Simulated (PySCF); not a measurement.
Computed data sheet: `C(F)(F)([SiH2]C[SiH2]C)F`

C₃H₉F₃Si₂.
Z-matrix (Å and degrees, GFN2-xTB geometry), rows numbered from 1:
```
C 
Si  1  1.8927
C   2  1.9264  1  109.92
Si  3  1.8847  2  117.72  1   -84.72
C   4  1.9482  3  107.38  2    61.70
F   5  1.3509  4  113.50  3    43.33
F   5  1.3514  4  113.06  3   -77.05
F   5  1.3488  4  112.29  3   163.37
H   1  1.0853  2  111.75  3    66.11
H   1  1.0860  2  110.96  3  -174.15
H   1  1.0870  2  111.51  3   -54.20
H   2  1.4714  1  109.67  3   117.05
H   2  1.4673  1  111.91  3  -121.48
H   3  1.0893  2  108.06  1   153.44
H   3  1.0916  2  108.14  1    39.16
H   4  1.4651  3  114.80  2   175.50
H   4  1.4618  3  115.03  2   -52.78
```

Structural features include: CF3 group, C–F bond, Si–H bond and C–Si bond.

GFN2-xTB geometry:

| Property | Result |
| --- | --- |
| Point group of the GFN2-xTB geometry | C1 |
| Rotational constants A, B, C of the GFN2-xTB geometry | 2.041, 0.909, 0.747 GHz |

**CAM-B3LYP/def2-SVPD ground state and vertical TDDFT (core frozen in the response) (PySCF)**

| Property | Result |
| --- | --- |
| Dipole moment | 2.68 D |
| HOMO energy | -10.31 eV |
| LUMO energy | 0.88 eV |
| HOMO–LUMO gap | 11.19 eV |
| Lowest singlet excitation | 8.10 eV (153 nm, f = 0.084) |
| Strongest line among the 8 lowest singlet transitions | S1 at 8.10 eV (153 nm, f = 0.084) |
| Lowest triplet excitation (Tamm–Dancoff) | 7.67 eV |
| Static isotropic polarisability | 91.2 au |
| Electronic spatial extent ⟨r²⟩ about the centre of nuclear charge | 1579 bohr² |

**PBE0/pcSseg-1 ground state and GIAO shieldings, non-relativistic (PySCF)**

| Property | Result |
| --- | --- |
| Lowest Hirshfeld atomic charge | -0.25 e on C3 |
| Highest Hirshfeld atomic charge | +0.35 e on Si2 |
| 13C chemical shifts (computed TMS as zero) by class | 140.5 (C5), -5.2 (C1), -11.8 (C3) ppm |
| 1H chemical shifts (computed TMS as zero) by class | 4.43 (H16/H17), 4.40 (H12/H13), 0.40 (H9/H10/H11), 0.00 (H14/H15) ppm |
| Isotropic shieldings of nuclei other than C and H, by class | 242 (F6/F7/F8), 388 (Si4), 391 (Si2) ppm |
| Mayer bond orders between heavy atoms | C1–Si2 0.98, Si2–C3 0.87, C3–Si4 0.96, Si4–C5 0.80, C5–F6 0.95, C5–F7 0.94, C5–F8 0.97 |

Monoisotopic mass (most abundant isotopes): 158.0195 u.

The rotational constants make it an asymmetric top with κ = (2B − A − C)/(A − C) = -0.75, nearer the prolate limit (−1). The polarisability is 13.52 Å³ as a volume (1 au = 0.148185 Å³), or 1.11 au for each of the 82 electrons. The principal polarisabilities are 81.0, 90.0 and 102.7 au; their mean is the isotropic value. S1 lies 3.09 eV below the HOMO–LUMO gap; its leading configuration is HOMO→LUMO, weight 0.88. The dipole equals about 9.0 × 10⁻³⁰ C·m (1 D = 3.33564 × 10⁻³⁰ C·m). The largest Löwdin shares of the HOMO are 0.34 on C3, 0.20 on Si2, 0.12 on Si4 and 0.09 on C1. The vertical singlet–triplet gap S1 − T1 is 0.43 eV (TDDFT singlet less Tamm–Dancoff triplet; S1: HOMO→LUMO, weight 0.88; T1: HOMO→LUMO, weight 0.71). No computed singlet falls in the visible range (750 to 380 nm, 1.65 to 3.26 eV); S1 lies 4.84 eV above its blue end.

One conformer (not necessarily the lowest) at the GFN2-xTB geometry, without solvent or vibrations. NMR classes are plain means over equivalent atoms (diastereotopic ones count apart unless rotation or inversion swaps them), as if these changed places fast; in this geometry the members of some classes differ.
